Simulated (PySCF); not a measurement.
Numbering as in the mapped SMILES `[CH3:1][SiH:2]1[CH2:3][CH2:4][CH2:5]1` (H(Xn): hydrogen on atom n). Ha(C3), Ha(C4), Ha(C5) are cis to C1 on the ring; Hb(C3), Hb(C4), Hb(C5) are trans to C1 on the ring.

Geometry: PBE0-D3(BJ)/def2-SVP; GIAO shifts from PySCF, gas phase, non-relativistic, averaged over equivalent atoms.

At PBE0/6-31G* (94 basis functions, 6.9 s wall time on 1 thread of an Arm Neoverse V2, shared host):
```tsv
atoms	δ (ppm)
C4	22.0
C3/C5	13.6
C1	0.4
Si2	9.9
H(Si2)	5.19
Ha(C4)	2.28
Hb(C4)	2.13
Ha(C3)/Ha(C5)	1.10
Hb(C3)/Hb(C5)	1.07
H(C1)	0.26
```

δ = σ(ref) − σ, references computed at the same level: TMS for ¹³C (194.14 ppm), ²⁹Si (418.09 ppm), ¹H (31.96 ppm).

Task: What do these become at PBE0/IGLO-III?

Result: 
```json
{"atoms": "C4", "δ at PBE0/IGLO-III": "22.0", "change": "+0.0"}
{"atoms": "C3/C5", "δ at PBE0/IGLO-III": "15.7", "change": "+2.1"}
{"atoms": "C1", "δ at PBE0/IGLO-III": "0.2", "change": "-0.2"}
{"atoms": "Si2", "δ at PBE0/IGLO-III": "-0.2", "change": "-10.1"}
{"atoms": "H(Si2)", "δ at PBE0/IGLO-III": "5.14", "change": "-0.05"}
{"atoms": "Ha(C4)", "δ at PBE0/IGLO-III": "2.28", "change": "+0.00"}
{"atoms": "Hb(C4)", "δ at PBE0/IGLO-III": "2.07", "change": "-0.06"}
{"atoms": "Ha(C3)/Ha(C5)", "δ at PBE0/IGLO-III": "1.08", "change": "-0.02"}
{"atoms": "Hb(C3)/Hb(C5)", "δ at PBE0/IGLO-III": "1.10", "change": "+0.03"}
{"atoms": "H(C1)", "δ at PBE0/IGLO-III": "0.31", "change": "+0.05"}
```

Shifts are taken against calculated references (same method and geometry level): ¹³C (183.78 ppm), ²⁹Si (345.34 ppm), ¹H (31.37 ppm) vs TMS.

The largest change is at Si2 (silicon bonded to 3 C, H, in a 4-membered ring). Cost: 284 basis functions, 32 s wall time on 1 thread of an Arm Neoverse V2, shared host. The order of the carbon signals is the same at both levels.
